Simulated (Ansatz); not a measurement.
## Worked example: BH(CH3)(NH2) + SiH(NH2)2(SiH3) → BH(CH3)(SiH3) + SiH(NH2)3

Species: BH(CH3)(NH2), singlet; SiH(NH2)2(SiH3), singlet; BH(CH3)(SiH3), singlet; SiH(NH2)3, singlet. The partners trade NH2 for SiH3: B–NH2 and Si–SiH3 bonds give way to B–SiH3 and Si–NH2.

Shapes, held fixed at every level: PBE0-D4/def2-TZVP. Flexible molecules stand in one conformer, not always the lowest. Programs: Ansatz 0.2.0. The zero-point and thermal change to 298 K, harmonic and unscaled (PBE0-D4/def2-TZVP), is -5.6 kJ/mol.

At CCSD(T)/CBS estimate; 1 Eh = 2625.50 kJ/mol:

| species | energy (Eh) |
| --- | --- |
| BH(CH3)(NH2) | -121.212672 |
| SiH(NH2)2(SiH3) | -692.431449 |
| BH(CH3)(SiH3) | -356.105701 |
| SiH(NH2)3 | -457.507258 |

Question: Work out ΔH(298 K) of the reaction at this level.

Answer: 
1. Products less reactants: (-356.105701) + (-457.507258) − [(-121.212672) + (-692.431449)] = 0.031162 Eh = +81.8 kJ/mol.
2. With the thermal change: +81.8 + (-5.6) = +76.2 kJ/mol.

Other levels give +66.9 (HF/def2-TZVPP) to +96.7 kJ/mol (CCSD/def2-SVP). No measured value is set beside it here. The CBS estimate extrapolates MP2 from def2-TZVPP and def2-QZVPP and adds CCSD(T) − MP2 in the triple-zeta set, cores frozen.
